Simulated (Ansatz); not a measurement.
## Worked example: the barrier

An elementary step of BH6ClO2, singlet (BH₂Cl ([BH2][Cl]) + H₂O + H₂O → BH₃O ([BH2][OH]) + HCl + H₂O; bonds formed: Cl2–H7, H5–O8; dative contacts that become bonds: B1–O6; bonds broken: B1–Cl2, H5–O6, H7–O8). “Start” is the structure reached by relaxing down from the saddle towards the reactants; PBE0-D4/def2-TZVP structures. The saddle:

```
10
angstrom
B -1.1986 0.0285 -0.6017
Cl 0.6785 -0.7845 -1.5665
H -1.9775 -0.7894 -0.9966
H -1.1382 1.1212 -1.0801
H 0.5870 0.4696 0.9356
O -0.8845 0.0025 0.7923
H 1.3618 0.0126 -0.4416
O 1.5392 0.6254 0.5991
H -1.1225 -0.8381 1.1900
H 2.1546 0.1521 1.1693
```

Program: Ansatz 0.2.0. Basis: def2-TZVPP and def2-QZVPP. Cores are frozen in the correlated methods.

Energies in eV:

| quantity | saddle | start |
| --- | --- | --- |
| Hartree–Fock, triple zeta (X = 3) | -17347.50944 | -17348.29278 |
| Hartree–Fock, quadruple zeta (X = 4) | -17348.08825 | -17348.87164 |
| MP2 correlation, X = 3 | -23.10310 | -22.87394 |
| MP2 correlation, X = 4 | -24.98482 | -24.75553 |
| CCSD(T) correlation, X = 3 | -24.91374 | -24.71246 |

(1) Work out the barrier at the basis limit: extrapolate Hartree–Fock as E(X) = E∞ + A exp(−7.88 √X) and the MP2 correlation as E(X) = E∞ + B X^−2.97 (the exponents that Neese and Valeev fitted for def2-TZVPP and QZVPP), then add CCSD(T) − MP2 in triple zeta.

The T1 diagnostic stays at or below 0.012.

Results:

(1) Each step is linear, so take the differences first (saddle − start): Hartree–Fock 0.78334 (X = 3) and 0.78339 (X = 4); MP2 correlation -0.22916 and -0.22929; CCSD(T) correlation -0.20128.
Two points give E∞ = E(4) + w [E(4) − E(3)], with w = 1/(exp(7.88 (2 − √3)) − 1) = 0.1377 for Hartree–Fock and w = 1/((4/3)^2.97 − 1) = 0.7407 for the correlation.
Hartree–Fock: 0.78339 + 0.1377 × 0.00005 = 0.7834 eV.
MP2 correlation: -0.22929 + 0.7407 × (-0.00013) = -0.2294 eV.
CCSD(T) − MP2: -0.20128 − (-0.22916) = 0.0279 eV.
Sum: 0.7834 + (-0.2294) + 0.0279 = 0.5819 eV, or 13.42 kcal/mol. Plain CCSD(T) in triple zeta gives 0.5821 eV, so the larger basis shifts the result by -0.0002 eV.

The step is the kind of ligand exchange by which a precursor binds to a hydroxyl group, or is hydrolysed, in atomic layer deposition of oxides.

Labels in which every atom is bracketed show which atoms are joined, not bond orders.

For scale, one of the runs: CCSD(T)/def2-TZVPP, 219 basis functions, launched by `ansatz run in.yaml --threads 4 --pin off --events-out ev --progress --plain --max-ram 9574MiB`. Hardware: 4 CPU threads of an Arm Neoverse V1, shared host. Wall time 77 s; peak host memory 3.4 GiB.
